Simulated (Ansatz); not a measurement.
Consider the redistribution: `N=C(O)[SiH3]` + `[F][GeH]([F])[O][SiH3]` → `N=C(O)[SiH2][SiH3]` + `[OH][GeH]([F])[F]`.

Gas-phase electronic energies from Ansatz, PBE0-D4/def2-TZVP geometries. CCSD(T)/CBS adds triple-zeta CCSD(T) − MP2 to the extrapolated MP2 energy (def2 sets, frozen cores). DFT in def2-TZVPP. B3LYP here is the variant with VWN-RPA as its local correlation; programs differ in this. For Ge outer-core shells are correlated without core-valence functions, which leaves a few kJ/mol of doubt a bond. Scalar relativity is left out up to krypton. One conformer a species, not always the lowest.

Q: Is it downhill or uphill in electronic energy at CCSD(T)/CBS, and by how much? (Estimate.)

A: The calculation gave: Uphill: ΔE = +93.6 kJ/mol.

Q: What do these levels give: PBE-D4, r2SCAN-D4, ωB97M-V, B2PLYP, PBE, r2SCAN, B3LYP, SCS-MP2/def2-TZVPP, CCSD(T)/def2-TZVPP, MP2/def2-QZVPP, SCS-MP2/def2-QZVPP, CCSD/CBS(def2)? (Estimate.)

A: Ansatz gave: PBE-D4 64.2, r2SCAN-D4 83.9, ωB97M-V 94.4, B2PLYP 97.5, PBE 65.2, r2SCAN 84.4, B3LYP 93.1, SCS-MP2/def2-TZVPP 105.8, CCSD(T)/def2-TZVPP 93.7, MP2/def2-QZVPP 100.9, SCS-MP2/def2-QZVPP 106.6, CCSD/CBS(def2) 97.7 kJ/mol.

Largest T1 diagnostic among the species: 0.015.

In def2-TZVPP, CCSD(T) changes the Hartree–Fock value by −28.6 kJ/mol (the triples alone add −4.0 kJ/mol) and MP2 by −22.4 kJ/mol. From PBE to PBE0 (25 % exact exchange), in def2-TZVPP and without D4, ΔE moves by +9.1 kJ/mol.
